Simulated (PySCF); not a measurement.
Species: C10H10.
SMILES: `C=Cc1ccc2c(c1)CC2`

Torsions of this conformer, `[CH2:1]=[CH:2][c:3]1[cH:4][cH:5][c:6]2[c:7]([cH:8]1)[CH2:9][CH2:10]2`: C1–C2–C3–C4 177°.

The closed-shell ground state was solved at several levels (PySCF, density fitting, gas phase, non-relativistic). One conformer (not necessarily the lowest) at the PBE0-D3(BJ)/def2-SVP geometry, without solvent, vibrations or thermal averaging.

| level | basis functions | total energy (Eh) | HOMO (eV) | LUMO (eV) | gap (eV) | dipole (D) |
| --- | --- | --- | --- | --- | --- | --- |
| wB97X-D/def2-SVPD | 280 | -386.6278 | -8.03 | 0.64 | 8.67 | 0.83 |
| PBE0/pcSseg-1 | 220 | -386.5123 | -6.35 | -1.01 | 5.34 | 0.80 |

Question: What might wB97X-D/pcSseg-1 (220 basis functions) give for the same quantities?

Answer: Total energy -386.8383 Eh, HOMO -8.04 eV, LUMO 0.67 eV, gap 8.71 eV, dipole 0.80 D.

Question: Over all these levels, which gives the widest orbital gap and which the narrowest?

Answer: wB97X-D/pcSseg-1 (range-separated hybrid) has the widest, 8.71 eV, and PBE0/pcSseg-1 (global hybrid, 25 % exact exchange) the narrowest, 5.34 eV. The two share the basis. From the narrowest to the widest the HOMO moves by -1.69 eV and the LUMO by +1.68 eV.

Question: How far do the dipole and the HOMO energy spread over the levels?

Answer: The dipole runs from 0.80 to 0.83 D (mean 0.81 D) and the HOMO from -8.04 to -6.35 eV.

Note: wB97X-D ran without an empirical dispersion term, which enters the total energy and its gradient alone.
